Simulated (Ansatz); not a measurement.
Start from `B[SiH2]N=C` and change one atom or group to get `C=N[SiH2]N`.

Ansatz, PBE0-D4/def2-TZVP geometries, multiplicity 1. Each molecule was computed in one conformer, which needn't be the lowest.

| property | `B[SiH2]N=C` |
| --- | --- |
| zero-point energy (PBE0-D4/def2-TZVP) / kJ/mol | 175.9 |
| LUMO energy (B3LYP/def2-TZVPP) / eV | -2.64 |
| HOMO–LUMO gap (PBE0/def2-TZVPP) / eV | 4.70 |
| LUMO energy (PBE/def2-TZVPP) / eV | -3.47 |
| LUMO energy (PBE0/def2-TZVPP) / eV | -2.43 |
| size of the dipole moment (ωB97M-V/def2-TZVPP) / D | 1.27 |

(1) What does the change do to each property? (Estimate.)

Answers

(1) The calculation gave: 
| property | `C=N[SiH2]N` | shift |
| --- | --- | --- |
| zero-point energy (PBE0-D4/def2-TZVP) / kJ/mol | 193.9 | 18.0 |
| LUMO energy (B3LYP/def2-TZVPP) / eV | -1.05 | 1.59 |
| HOMO–LUMO gap (PBE0/def2-TZVPP) / eV | 6.16 | 1.46 |
| LUMO energy (PBE/def2-TZVPP) / eV | -1.92 | 1.55 |
| LUMO energy (PBE0/def2-TZVPP) / eV | -0.80 | 1.63 |
| size of the dipole moment (ωB97M-V/def2-TZVPP) / D | 1.38 | 0.11 |

With PBE0 the HOMO rises by 0.18 eV and the LUMO rises by 1.63 eV, so the gap widens by about 1.45 eV. PBE moves the HOMO by 0.19 eV and ωB97M-V by 0.18 eV. Dipoles are sizes alone; their direction can turn.

B3LYP here is the variant with VWN-RPA as its local correlation; programs differ in this.
